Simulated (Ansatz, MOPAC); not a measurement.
Complex: HF (SMILES F) (first 2 atoms) with AsH3 (SMILES [AsH3]); geometry from B3LYP-D3(BJ)/def2-TZVP, rigid monomers moved along the line of their centres of mass till H2···As3 is 2.16 Å.
(charge 0, multiplicity 1):
```xyz
6

F      0.392    -0.770    -0.419
H      0.331    -0.435     0.454
As     0.194     0.336     2.462
H      1.371     0.995     3.158
H     -0.156    -0.545     3.647
H     -0.786     1.430     2.844
```

Monomers are frozen at their geometry in the pair; levels with a basis set take the counterpoise correction.

Frozen-core correlation. Filled d and f shells under p-block atoms count as core. The state reached by PM7 isn't checked; PM7 holds dispersion and hydrogen-bond terms.

Run with Ansatz (a first-principles code) with Gaussian orbitals; MOPAC for PM7 (differences of heats of formation). Each number belongs to the level named beside it.

Problem. What interaction energy does SCS-MP2/aug-cc-pVDZ give?

Solution. -1.1 kcal/mol

Problem. Give the interaction energy at the level PM7.

Solution. 4.2 kcal/mol

Problem. Give the interaction energy at the level CCSD(T)/aug-cc-pVTZ.

Solution. -2.5 kcal/mol
